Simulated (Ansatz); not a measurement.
```yaml
crystal:
  periodic: [false, false, false]
  atoms:
    - {symbol: C, position_ang: [-5.742141, 0.483611, 0.313066]}
    - {symbol: C, position_ang: [-4.338113, 0.700690, -0.239703]}
    - {symbol: C, position_ang: [-3.287611, -0.199827, 0.406127]}
    - {symbol: C, position_ang: [-1.879262, 0.006381, -0.145264]}
    - {symbol: C, position_ang: [-0.832674, -0.891575, 0.513051]}
    - {symbol: C, position_ang: [0.571039, -0.785664, -0.084529]}
    - {symbol: C, position_ang: [1.225765, 0.584890, 0.089780]}
    - {symbol: C, position_ang: [2.630962, 0.682968, -0.489707]}
    - {symbol: S, position_ang: [3.797606, -0.399034, 0.412996]}
    - {symbol: C, position_ang: [5.298057, 0.028999, -0.472182]}
    - {symbol: C, position_ang: [6.516992, -0.692924, 0.048440]}
    - {symbol: O, position_ang: [5.309143, 0.820080, -1.386058]}
    - {symbol: H, position_ang: [-6.075169, -0.555837, 0.156496]}
    - {symbol: H, position_ang: [-6.478082, 1.145541, -0.169663]}
    - {symbol: H, position_ang: [-5.777754, 0.679787, 1.397569]}
    - {symbol: H, position_ang: [-4.337388, 0.530463, -1.332414]}
    - {symbol: H, position_ang: [-4.042684, 1.757459, -0.101837]}
    - {symbol: H, position_ang: [-3.581474, -1.258732, 0.272874]}
    - {symbol: H, position_ang: [-3.280857, -0.027763, 1.499677]}
    - {symbol: H, position_ang: [-1.601065, 1.069256, -0.021379]}
    - {symbol: H, position_ang: [-1.882972, -0.178826, -1.236966]}
    - {symbol: H, position_ang: [-1.170898, -1.941275, 0.440919]}
    - {symbol: H, position_ang: [-0.786970, -0.665747, 1.595658]}
    - {symbol: H, position_ang: [1.218125, -1.553741, 0.375141]}
    - {symbol: H, position_ang: [0.532225, -1.030438, -1.163268]}
    - {symbol: H, position_ang: [0.617925, 1.359043, -0.410778]}
    - {symbol: H, position_ang: [1.244312, 0.856569, 1.161692]}
    - {symbol: H, position_ang: [3.028940, 1.707332, -0.430388]}
    - {symbol: H, position_ang: [2.654395, 0.385382, -1.550625]}
    - {symbol: H, position_ang: [7.383907, -0.425466, -0.569964]}
    - {symbol: H, position_ang: [6.359553, -1.782210, 0.025529]}
    - {symbol: H, position_ang: [6.706169, -0.409393, 1.095709]}
basis:
  gaussian: {orbitals: def2-TZVP}
magnetization: {spin_polarized: true, initial_magnetization: 2}
hamiltonian: {xc: pbe0, dispersion: d4}
scf: {omitted_lower_state_checks: [starts]}
output: {orbitals: {seedname: orbitals}}
```

```sh
$ ansatz run in.yaml --threads 4 --pin off --events-out ev --progress --plain --max-ram 6963MiB
```

**Question.** Does this run fit into the memory that it is given?

**Answer.** No. It has 498 basis functions, and Ansatz plans for 7.31 GiB where 6.79 GiB are given.
